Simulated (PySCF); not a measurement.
Ionisation energy of Ar+ by level of theory

Ar+ [Ne] 3s2 3p5 (2P) → Ar(2+) [Ne] 3s2 3p4 (3P), as a difference of total energies. Computed with PySCF 2.14 in x2c-QZVPPall with one added diffuse shell each of s, p, d, f type (10s7p5d3f1g, 86 functions), with the spin-free X2C one-electron Hamiltonian (Gaussian nucleus). Correlated levels: valence and next inner shell: 1s2 frozen. The calculations carry no spin-orbit coupling.

| method | ionisation energy (eV) |
| --- | --- |
| UHF | 26.355 |
| MP2 (valence and next inner shell) | 27.493 |
| SCS-MP2 (valence and next inner shell) | 27.503 |
| CCSD (valence and next inner shell) | 27.466 |
| CCSD(T) (valence and next inner shell) | 27.512 |

How much does correlation contribute at CCSD(T) (valence and next inner shell)?

27.512 − (26.355) = 1.157 eV, measured against UHF.

The reference lies between the lowest fine-structure levels, while these numbers refer to the centres of the terms.

Errors of the correlated levels include the incompleteness of this basis and the frozen core.

For comparison: 27.630 eV (measured; NIST Atomic Spectra Database, ionization energies).
